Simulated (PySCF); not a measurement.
Species: C6H6F2.
Z-matrix (Å and degrees, GFN2-xTB geometry), rows numbered from 1:
```
C 
C   1  1.3316
C   2  1.4381  1  123.53
C   3  1.3433  2  123.60  1   180.00
C   4  1.4370  3  123.20  2  -179.97
C   5  1.3284  4  123.63  3  -179.90
F   6  1.3290  5  125.77  4    -0.01
F   6  1.3297  5  124.67  4   179.96
H   1  1.0776  2  121.54  3    -0.05
H   1  1.0758  2  121.96  3   180.00
H   2  1.0821  1  120.12  3  -179.92
H   3  1.0824  2  116.64  1     0.07
H   4  1.0816  3  120.17  2     0.06
H   5  1.0790  4  118.98  3     0.08
```

The closed-shell ground state was solved at several levels (PySCF, density fitting, gas phase, non-relativistic).

| level | basis functions | HOMO (eV) | LUMO (eV) | gap (eV) | dipole (D) |
| --- | --- | --- | --- | --- | --- |
| B3LYP/pcJ-1 | 276 | -6.08 | -1.57 | 4.51 | 1.21 |
| PBE0/def2-SVPD | 214 | -6.34 | -1.47 | 4.87 | 1.35 |
| PBE0/pcSseg-1 | 166 | -6.29 | -1.40 | 4.89 | 1.16 |

(1) What might CAM-B3LYP/def2-SVPD (214 basis functions) give for the same quantities?

(2) Over all these levels, which gives the widest orbital gap and which the narrowest?

(3) How far do the dipole and the HOMO energy spread over the levels?

Results:

(1) HOMO -7.51 eV, LUMO -0.43 eV, gap 7.08 eV, dipole 1.51 D.

(2) CAM-B3LYP/def2-SVPD (range-separated hybrid) has the widest, 7.08 eV, and B3LYP/pcJ-1 (global hybrid, 20 % exact exchange) the narrowest, 4.51 eV. Functional and basis both differ between the two, so the spread mixes both effects.

(3) The dipole runs from 1.16 to 1.51 D (mean 1.31 D) and the HOMO from -7.51 to -6.08 eV.

One conformer stands for the species.
